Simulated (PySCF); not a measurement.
Problem. What does the GFN2-xTB structure of `C[n+]1cccc2ccccc21` look like in three dimensions? (Charge +1.)

Solution. 
Z-matrix in Å and degrees, rows numbered from 1:
```
C 
N   1  1.4473
C   2  1.3258  1  119.18
C   3  1.3886  2  122.48  1   179.97
C   4  1.3750  3  119.07  2     0.05
C   5  1.4062  4  119.63  3    -0.03
C   6  1.4124  5  121.84  4  -179.98
C   7  1.3674  6  120.61  5   179.88
C   8  1.4027  7  119.94  6     0.08
C   9  1.3731  8  121.19  7     0.01
C   2  1.3719  1  119.78  3  -180.00
H   1  1.0877  2  109.94  3    -0.07
H   1  1.0906  2  110.38  3   119.66
H   1  1.0905  2  110.36  3  -119.75
H   3  1.0802  2  117.22  1    -0.04
H   4  1.0775  3  119.32  2  -179.94
H   5  1.0794  4  120.93  3  -179.98
H   7  1.0787  6  118.47  5    -0.09
H   8  1.0784  7  120.45  6  -179.95
H   9  1.0787  8  119.32  7  -179.98
H  10  1.0767  9  119.02  8   179.91
```

C8 (aromatic CH carbon) is planar (angles 120.5°, 119.9° and 119.6°, sum 360.0°, 0.00 Å off the plane of its three neighbours). C7 (aromatic CH carbon) is planar (angles 120.9°, 120.6° and 118.5°, sum 360.0°, 0.00 Å off the plane of its three neighbours). The C–N distances run from 1.326 Å (N2–C3, aromatic) to 1.447 Å (C1–N2, drawn single), a spread of 0.121 Å. The 11 heavy atoms lie in one plane (0.001 Å rms).

The geometry is computed with GFN2-xTB (gas phase).

Point group: Cs (tolerance 0.08 Å). Whether it is a minimum is left open (no frequencies).
